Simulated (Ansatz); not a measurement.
C₃H₈BF, SMILES `BC(F)CC` at its PBE0-D4/def2-TZVP geometry, where that method's forces vanish. The species carries charge 0 and has multiplicity 1.

```xyz
13

B     1.5154    0.7732    0.6725
C     0.6573   -0.5209    0.6086
F     1.4358   -1.6809    0.6637
C    -0.2909   -0.6400   -0.5837
C    -1.4266    0.3679   -0.5604
H     2.7016    0.7194    0.7882
H     0.9646    1.8333    0.6323
H     0.0364   -0.5195    1.5246
H     0.2793   -0.5520   -1.5138
H    -0.6926   -1.6574   -0.5644
H    -2.0128    0.2815    0.3586
H    -1.0644    1.3953   -0.6259
H    -2.1032    0.2001   -1.4002
```

**Question.** What forces (eV/Å) does r2SCAN-D4/def2-TZVPP give on these atoms in Ansatz? (An estimate is asked.)

**Answer.** Ansatz gave: 
```
B1   0.007  0.026  0.014
C2  -0.065  0.398  0.078
F3   0.207 -0.347  0.005
C4  -0.017 -0.108 -0.123
C5  -0.109  0.105 -0.003
H6  -0.035 -0.006 -0.006
H7   0.015 -0.033  0.000
H8  -0.028 -0.006  0.024
H9   0.008 -0.002  0.005
H10  0.005 -0.005  0.002
H11  0.013  0.000 -0.011
H12 -0.011 -0.026  0.000
H13  0.010  0.003  0.015
```
